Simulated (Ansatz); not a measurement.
Consider the formal loss of a carbene: `O[SiH2][SiH2]CF` → `[CH]F` + `O[SiH2][SiH3]`.

Computed with Ansatz on PBE0-D4/def2-TZVP structures; ΔE is electronic, products minus reactants. CCSD(T)/CBS adds triple-zeta CCSD(T) − MP2 to the extrapolated MP2 energy (def2 sets, frozen cores). This one scheme is used for every species. DFT in def2-TZVPP. B3LYP here is the variant with VWN-RPA as its local correlation; programs differ in this. One conformer a species, not always the lowest.

| level | ΔE (kJ/mol) | difference from CCSD(T)/CBS |
| --- | --- | --- |
| PBE-D4 | 392.2 | 17.4 |
| r2SCAN-D4 | 395.8 | 21.0 |
| PBE0-D4 | 398.7 | 23.9 |
| B3LYP-D4 | 375.7 | 0.9 |
| ωB97M-V | 373.6 | -1.2 |
| r2SCAN | 393.9 | 19.1 |
| PBE0 | 392.8 | 18.0 |
| B3LYP | 364.9 | -9.9 |
| HF/def2-TZVPP | 325.8 | -49.0 |
| MP2/def2-TZVPP | 394.6 | 19.8 |
| SCS-MP2/def2-TZVPP | 376.2 | 1.4 |
| CCSD(T)/def2-TZVPP | 366.7 | -8.1 |
| HF/def2-QZVPP | 325.4 | -49.4 |
| MP2/def2-QZVPP | 399.1 | 24.3 |
| SCS-MP2/def2-QZVPP | 380.5 | 5.7 |
| MP2/CBS(def2) | 402.7 | 27.9 |
| CCSD(T)/CBS | 374.8 | 0 |

Largest T1 diagnostic among the species: 0.018.

From PBE to PBE0 (25 % exact exchange), in def2-TZVPP and without D4, ΔE moves by +7.4 kJ/mol. The D4 term adds +10.7 kJ/mol with B3LYP and +5.9 kJ/mol with PBE0; it sums over pairs of atoms, weighted by their polarisabilities, and B3LYP, whose exchange is more repulsive, gets the larger term. In def2-TZVPP, CCSD(T) changes the Hartree–Fock value by +40.8 kJ/mol (the triples alone add +2.7 kJ/mol) and MP2 by +68.7 kJ/mol.
